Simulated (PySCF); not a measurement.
C₂H₉NSi₃, SMILES [SiH3][Si@H]1CN=C[SiH2]1. Geometry: PBE-D3(BJ)/def2-SVP. The structure was generated by enumeration; whether it is a known compound was not checked. The values are those of a single conformer.

Computed equilibrium geometry at PBE-D3(BJ)/def2-SVP (PySCF confirms it by a frequency run) as Cartesian coordinates in Å (one conformer of several):
```xyz
15

Si    -2.4950     0.5573    -0.2941
Si    -0.5598    -0.4465     0.5663
C      0.4080    -1.4946    -0.7844
N      1.7660    -1.0501    -1.0623
C      2.2574    -0.0197    -0.4769
Si     1.2456     1.0091     0.8144
H     -3.4955    -0.4756    -0.7455
H     -3.1563     1.4468     0.7249
H     -2.1088     1.3935    -1.4866
H     -0.8526    -1.2676     1.7950
H     -0.1473    -1.5032    -1.7483
H      0.4498    -2.5627    -0.4775
H      3.3007     0.2500    -0.7515
H      1.9419     1.0541     2.1485
H      1.0435     2.4220     0.3332
```
